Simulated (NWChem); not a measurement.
Species: CH₃BiCl₂O; SMILES C[O][Bi]([Cl])[Cl]

```xyz
8

Bi    -0.1525     0.0007    -0.5244
Cl    -0.7429     1.8817     1.0069
Cl    -0.7500    -1.8793     1.0053
O      1.9233    -0.0037    -0.2095
C      2.4614    -0.0071     1.1028
H      2.1527    -0.9073     1.6824
H      3.5687    -0.0128     1.0108
H      2.1620     0.8957     1.6830
```
Atoms are numbered in this order, from 1.

All runs: NWChem. Medium grid unless said otherwise, to which SCAN and Minnesota functionals are sensitive. The geometry was optimised at PBE-D3(BJ)/def2-SVP. No frequency run checked for a minimum. def2 effective core potentials on Bi; no spin-orbit coupling. Hybrids' shares of exact exchange are those that their runs print; pure functionals count as 0. The functionals differ in more than this share.

| row | share of exact exchange | orbital gap (eV) |
|---|---|---|
| PBE/def2-SVP | 0.00 | 3.69 |
| PW91/def2-SVP | 0.00 | 3.69 |
| B3LYP/def2-SVP | 0.20 | 5.47 |
| PBE0/def2-SVP | 0.25 | 5.94 |
| PW6B95/def2-SVP | 0.28 | 6.11 |
| MN15/def2-SVP | 0.44 | 7.14 |
| BHandHLYP/def2-SVP | 0.50 | withheld |

Fit a straight line of the last column on the one before it, predict the withheld value, and compare with the run.


1. Means of the 6 shown rows: x = 0.195, y = 5.340. Slope Σ(x − x̄)(y − ȳ)/Σ(x − x̄)² = 1.184/0.1464 = 8.087; intercept 3.763.
2. The shown rows scatter about the line by 0.117 (root mean square); the largest residual is -0.18, at MN15/def2-SVP.
3. At x = 0.50 (BHandHLYP/def2-SVP; beyond the shown range) the line gives 7.81.
4. The run gives 8.23, +0.42 from the line, 3.6 times the scatter.
